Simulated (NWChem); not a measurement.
# BeBr2; SMILES [Br][Be][Br]

```xyz
3

Be     0.0000     0.0000     0.0000
Br     1.4407     0.3216    -1.2852
Br    -1.4407    -0.3216     1.2852
```
Atoms are numbered in this order, from 1.

Program: NWChem. Geometry optimised at B3LYP/6-31G*; all other runs use it. Pople sets run with spherical d functions. This build's default masses of Se (78.918 u) and Br (79.917 u) are each other's, which moves their modes by up to 0.6 %. Spin-orbit effects on the shieldings are missing.

```tsv
quantity	level	value
absolute shielding σ Br2 (ppm)	B3LYP/6-31G*, GIAO	2757.6
anisotropy (bohr³), static	PBE/def2-SVPD	…
vertical, lowest excitation, singlet (eV)	PBE/def2-SVPD, TDA	6.11
−ε(HOMO) (eV)	PBE/def2-SVP	…
dipole (D)	B3LYP/6-31G*	…
highest harmonic frequency (cm⁻¹)	B3LYP/6-31G*	1003
```

### Question
What belongs in the gaps?

### Answer

- anisotropy (bohr³), static, value: 34.1
- −ε(HOMO) (eV), value: 7.47
- dipole (D), value: 0.00
